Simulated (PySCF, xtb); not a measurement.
C₃H₃ClF₂, SMILES F[C@@H]1C[C@@]1(F)Cl.

Geometry optimised at PBE0-D3(BJ)/def2-SVP. The structure was generated by enumeration; whether it is a known compound was not checked.

Computed with IEF-PCM-PBE0/def2-SVP run with PySCF.

The values are the electrostatic part of the solvation free energy, E(continuum) − E(gas) at the gas-phase geometry, in a cavity of scaled van der Waals radii (PySCF's table); cavitation and dispersion terms are not included. In vacuum the orbital gap is 8.64 eV. The dipole moment in vacuum is 2.09 D.

```tsv
solvent	ε	ΔG(elec) (kcal/mol)	dipole (D)	gap (eV)
water	78.36	…	…	…
dichloromethane	8.93	-2.8	2.52	8.75
n-hexane	1.88	-1.2	2.27	8.69
```

Q: Complete the blanks. (The exact figures need the calculation; the answer reports its results.)

A: 
- water, ΔG(elec) (kcal/mol): -3.3
- water, dipole (D): 2.61
- water, gap (eV): 8.77

For comparison, GFN2-xTB/ALPB(water) (xtb, at the GFN2-xTB geometry, all terms of that model) gives -3.4 kcal/mol.
